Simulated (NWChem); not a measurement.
Molecule: C3H2Cl2; SMILES ClC=C=CCl

```xyz
7

Cl     2.4940    -0.0978     0.3892
C      1.2129     0.4871    -0.6177
C      0.0000     0.0000    -0.6035
C     -1.2129    -0.4871    -0.6177
Cl    -2.4940     0.0978     0.3892
H      1.5124     1.3098    -1.2746
H     -1.5124    -1.3098    -1.2746
```
Atoms are numbered in this order, from 1.

Program: NWChem. The geometry was optimised at PBE0/def2-SVP. Field at 589 nm.

Q: Estimate the computed values for B3LYP/def2-SVP. Quantities: isotropic polarisability (bohr³); anisotropy (bohr³).

A: 
```json
{
 "isotropic polarisability (bohr³)": "56.3",
 "anisotropy (bohr³)": "67.1"
}
```
